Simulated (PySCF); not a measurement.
Compound: C2H10F2SSi4.
Numbering: `[F:1][CH:2]([F:3])[SiH2:4][Si@@:5]1([SiH3:6])[SiH2:7][CH2:8][S:9]1`

Cartesian coordinates in Å at the GFN2-xTB level; atoms count from 1:
```
atom  x, y, z in Å
F1     0.899   -0.773   -2.833
C2     1.888   -0.893   -1.895
F3     1.582   -2.028   -1.194
Si4    1.855    0.641   -0.711
Si5   -0.313    0.384    0.124
Si6   -2.029    0.470   -1.493
Si7   -0.491   -1.000    2.036
C8    -0.789    0.664    2.948
S9    -0.647    1.957    1.654
H10    2.817   -1.095   -2.439
H11    2.198    1.750   -1.610
H12    3.040    0.426    0.131
H13   -3.353    0.622   -0.880
H14   -2.011   -0.786   -2.238
H15   -1.827    1.583   -2.424
H16   -1.664   -1.869    2.188
H17    0.667   -1.691    2.611
H18   -0.056    0.893    3.718
H19   -1.776    0.755    3.395
```

NICS = −σ at a ghost point: NICS(0) at the centroid of the ring atoms, NICS(1) 1 Å to either side along the normal of their mean plane, zz for the tensor component along that normal. Level: GIAO PBE0/pcSseg-1 (PySCF, non-relativistic, gas phase) on the GFN2-xTB geometry, one conformer.

Ring bond lengths (Å), with Mayer bond orders in brackets: Si5–Si7 2.367 (0.85), Si7–C8 1.921 (0.87), C8–S9 1.835 (0.99), S9–Si5 2.221 (0.94).

Q: Give the NICS values of each ring in ppm.

A: 
| ring | type | NICS(0) | NICS(1), two faces | NICS(1)zz, two faces | rms pucker (Å) | centre to ring atoms, mean (Å) |
| --- | --- | --- | --- | --- | --- | --- |
| Si5–Si7–C8–S9 | 4-membered ring with S and 2 Si; formal bonds all single | 1.1 | 0.6 / 0.8 | 10.7 / 11.2 | 0.01 | 1.47 |

Q: What do they say, and how far can they be read as aromaticity?

A: 
- Si5–Si7–C8–S9: mean NICS(1)zz 11.0 ppm, deshielded. Si5, Si7, C8 have four or more neighbours, and the NICS criterion for π rings isn't applied.

Q: What are the shieldings of the ring atoms and their hydrogens in the same run (means over atoms taken as equivalent)?

A: 
```
atoms                 environment  σ isotropic (ppm)  principal values of the symmetric part, first atom (ppm)
  Si5     four-coordinate silicon              364.9                                       297.1, 321.0, 476.4
  Si7                SiH2 silicon              383.2                                       333.1, 358.8, 457.8
   C8  sp3 carbon bound to sulfur              169.8                                       138.6, 170.5, 200.3
   S9   sulfur bonded to C and Si              681.6                                       428.5, 638.6, 977.6
  H16               Si–H hydrogen              26.53                                          23.8, 24.6, 31.2
  H17               Si–H hydrogen              26.47                                          23.7, 24.7, 31.0
  H18          methylene hydrogen              28.99                                          24.2, 26.4, 36.4
  H19          methylene hydrogen              28.90                                          24.0, 26.5, 36.2
```
